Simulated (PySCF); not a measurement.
Ga(Me)(PH2)2 (CH₇GaP₂), SMILES [Ga]([CH3])([PH2])[PH2].

Geometry optimised at r2SCAN-D4/def2-SVP. The structure was generated by enumeration; whether it is a known compound was not checked. One conformer was computed; it need not be the lowest.

Computed with PySCF with M06-2X/def2-TZVP.

The molecule is in vacuum.

```json
{
 "total_energy": "-2649.85846 hartree",
 "highest_occupied_level": "-7.71 eV",
 "lowest_empty_level": "-0.70 eV",
 "orbital_gap": "7.01 eV",
 "dipole_moment": "1.62 D",
 "quadrupole, principal values (traceless, Buckingham form, about the centre of nuclear charge)": "-5.37, -0.12, 5.49 D·Å",
 "mean_static_polarisability": "98.9 bohr³ (14.65 Å³)",
 "polarisability_principal_values": "72.1, 101.7, 122.7 bohr³"
}
```
